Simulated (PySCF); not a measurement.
An equivalent PySCF input for Sr⁺ (strontium, charge +1), [Kr] 5s1, 2S determinant, with scalar relativity through the core potential:

```python
from pyscf import gto, scf, dft, mp, cc
import basis_set_exchange as bse
txt = bse.get_basis("def2-TZVPPD", elements=["Sr"], fmt="nwchem", header=False)
cut = txt.index("\nECP")
mol = gto.M(atom="Sr 0 0 0", charge=1, spin=1, symmetry="D2h",
            basis=gto.basis.parse(txt[:cut]),
            ecp={"Sr": gto.basis.parse_ecp(txt[cut:])})
mf = dft.UKS(mol, xc="PW91,PW91")
mf.irrep_nelec = {'Ag': (2, 1), 'B1u': (1, 1), 'B2u': (1, 1), 'B3u': (1, 1)}
mf.kernel()
```

It reaches the same state as the run whose output follows, with an energy that differs only through the grid. The run itself started from symmetry-adapted Hartree-Fock orbitals and held the occupation by maximum overlap, on a logarithmic radial grid, so the iterations belong to that start.

```
SCF conv_tol = 1e-09
number electrons alpha = 5  beta = 4
XC functionals = PW91,PW91
    J. P. Perdew. In P. Ziesche and H. Eschrig, editors, Proceedings of the 75. WE-Heraeus-Seminar and 21st Annual International Symposium on Electronic Structure of Solids, 11. Berlin, 1991. Akademie Verlag.
    J. P. Perdew, J. A. Chevary, S. H. Vosko, K. A. Jackson, M. R. Pederson, D. J. Singh, and C. Fiolhais.,  Phys. Rev. B 46, 6671 (1992)
    J. P. Perdew, J. A. Chevary, S. H. Vosko, K. A. Jackson, M. R. Pederson, D. J. Singh, and C. Fiolhais.,  Phys. Rev. B 48, 4978 (1993)
    J. P. Perdew. In P. Ziesche and H. Eschrig, editors, Proceedings of the 75. WE-Heraeus-Seminar and 21st Annual International Symposium on Electronic Structure of Solids, 11. Berlin, 1991. Akademie Verlag.
    J. P. Perdew, J. A. Chevary, S. H. Vosko, K. A. Jackson, M. R. Pederson, D. J. Singh, and C. Fiolhais.,  Phys. Rev. B 46, 6671 (1992)
    J. P. Perdew, J. A. Chevary, S. H. Vosko, K. A. Jackson, M. R. Pederson, D. J. Singh, and C. Fiolhais.,  Phys. Rev. B 48, 4978 (1993)
cycle= 1 E= -30.4931867030531  delta_E= -0.00212  |g|= 0.0142  |ddm|= 0.419
cycle= 2 E= -30.4932742956264  delta_E= -8.76e-05  |g|= 0.0061  |ddm|= 0.0489
cycle= 3 E= -30.4932935638747  delta_E= -1.93e-05  |g|= 3.75e-05  |ddm|= 0.0166
cycle= 4 E= -30.4932935648973  delta_E= -1.02e-09  |g|= 1.87e-06  |ddm|= 0.000157
cycle= 5 E= -30.4932935648994  delta_E= -2.17e-12  |g|= 3.82e-08  |ddm|= 6.07e-06
converged SCF energy = -30.4932935648994  <S^2> = 0.75009581  2S+1 = 2.0000958
```

Energies and moments cover only the electrons outside the core potential.
